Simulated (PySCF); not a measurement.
# Radial density of Ag²⁺ (silver, charge +2)

PBE0, [Kr] 4d9, 2D determinant. Computed with PySCF 2.14 in cc-pVTZ-PP with ECP28MDF, with a scalar-relativistic core potential. This is the valence pseudo-density: the core potential removes the inner electrons and smooths the orbitals near the nucleus.

```tsv
r (bohr)	4πr²ρ (e/bohr)	4πr²(ρα − ρβ)
0.0180	1.328e-05	0.0000
0.0304	3.332e-05	0.0000
0.0511	7.953e-05	0.0000
0.0859	0.0003369	0.0000
0.144	0.003651	0.0003
0.243	0.05840	0.0043
0.409	1.369	0.0687
0.687	13.76	0.5531
1.16	14.52	0.8694
1.94	2.762	0.2436
3.27	0.1422	0.0105
5.50	0.0006028	0.0000
```

Energies and moments cover only the electrons outside the core potential.
